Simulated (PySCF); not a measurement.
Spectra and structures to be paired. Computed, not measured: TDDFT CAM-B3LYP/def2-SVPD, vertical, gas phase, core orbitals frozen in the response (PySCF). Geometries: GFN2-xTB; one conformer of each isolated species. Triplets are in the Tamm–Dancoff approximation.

A. `N#C[C@H]1C[Si@H](P)C1`
B. `CC(=O)c1cnncn1`
C. `C#CPP(C)C`
D. `C#C/C=C1/C=CC1=C`
E. `CC(=O)c1nnsc1F`

Lowest singlet levels (six at most, fewer where fewer were computed) with oscillator strengths:

1. 439 nm (f 0.005); 339 nm (f 0.001); 321 nm (f 0.000); 239 nm (f 0.045); 226 nm (f 0.107); 214 nm (f 0.001); T1 2.20 eV
2. 242 nm (f 0.094); 221 nm (f 0.091); 209 nm (f 0.009); 207 nm (f 0.015); 196 nm (f 0.027); 192 nm (f 0.017); T1 4.19 eV
3. 305 nm (f 0.000); 301 nm (f 0.001); 237 nm (f 0.002); 228 nm (f 0.021); 215 nm (f 0.000); 215 nm (f 0.063); T1 3.34 eV
4. 267 nm (f 0.184); 252 nm (f 0.046); 235 nm (f 0.328); 231 nm (f 0.000); 209 nm (f 0.000); 195 nm (f 0.474); T1 2.75 eV
5. 195 nm (f 0.001); 179 nm (f 0.009); 178 nm (f 0.024); 172 nm (f 0.288); 169 nm (f 0.023); 167 nm (f 0.086); T1 5.77 eV

Task: Which spectrum belongs to which structure?

Result: 1 = B, 2 = C, 3 = E, 4 = D, 5 = A.
- A: S1 at 6.36 eV, HOMO→LUMO (82%), HOMO→LUMO+4 (9%); Löwdin shares by element: HOMO phosphorus 63%, silicon 16%, hydrogen 13% or more; LUMO silicon 24%, carbon 20% or more, phosphorus 14% (atoms not listed hold the other 42%); HOMO -9.21 and LUMO 0.59 eV; point group Cs.
- B: S1 at 2.83 eV, HOMO→LUMO (93%); Löwdin shares by element: HOMO nitrogen 69%, carbon 7% or more (atoms not listed hold the other 24%); LUMO nitrogen 31% or more, carbon 18% or more, oxygen 14% (atoms not listed hold the other 37%); HOMO -8.60 and LUMO -1.94 eV.
- C: S1 at 5.13 eV, HOMO→LUMO (82%); Löwdin shares by element: HOMO phosphorus 72%, carbon 12% or more (atoms not listed hold the other 16%); LUMO phosphorus 47%, carbon 25% or more (atoms not listed hold the other 28%); HOMO -7.57 and LUMO 0.69 eV.
- D: S1 at 4.65 eV, HOMO→LUMO (68%), HOMO-1→LUMO (29%); Löwdin shares by element: HOMO carbon 66% or more (atoms not listed hold the other 34%); LUMO carbon 68% or more (atoms not listed hold the other 31%); HOMO -7.69 and LUMO -0.38 eV; point group Cs, 2 of its 6 listed states under f = 0.0005.
- E: S1 at 4.06 eV, HOMO-1→LUMO+1 (32%), HOMO-1→LUMO (27%), HOMO→LUMO (25%); Löwdin shares by element: HOMO nitrogen 49%, oxygen 19%, sulfur 9% (atoms not listed hold the other 23%); LUMO carbon 35% or more, sulfur 23%, nitrogen 10% or more (atoms not listed hold the other 32%); HOMO -9.36 and LUMO -1.22 eV; point group Cs, 2 of its 6 listed states under f = 0.0005.
